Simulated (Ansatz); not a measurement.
Computed with Ansatz on PBE0-D4/def2-TZVP structures; ΔE is electronic, products minus reactants. CBS: MP2 limit from def2 TZ/QZ plus the TZ coupled-cluster correction, frozen cores. This one scheme is used for every species. Functionals use def2-TZVPP. Each species was taken in one conformer, which may not be the lowest.

Consider the ligand exchange at the Si–C bond: `O[SiH2]C(F)F` + `S[SiH](Cl)Cl` → `O[SiH2]S[SiH](Cl)Cl` + `FCF`.

```
    level  ΔE (kcal/mol)
r2SCAN-D4          -26.0
  PBE0-D4          -26.8
```

Question: What does CCSD(T)/CBS give? (Best estimate.)

Answer: Computed: -26.1 kcal/mol. The listed levels differ from it by 0.1, -0.7 kcal/mol.

Largest T1 diagnostic among the species: 0.012.

From PBE to PBE0 (25 % exact exchange), in def2-TZVPP and without D4, ΔE moves by −1.3 kcal/mol. The D4 term adds −2.7 kcal/mol with B3LYP and −1.5 kcal/mol with PBE0; it sums over pairs of atoms, weighted by their polarisabilities, and B3LYP, whose exchange is more repulsive, gets the larger term. In def2-TZVPP, CCSD(T) changes the Hartree–Fock value by −1.6 kcal/mol (the triples alone add −0.7 kcal/mol) and MP2 by −3.9 kcal/mol.

B3LYP here is the variant with VWN-RPA as its local correlation; programs differ in this.
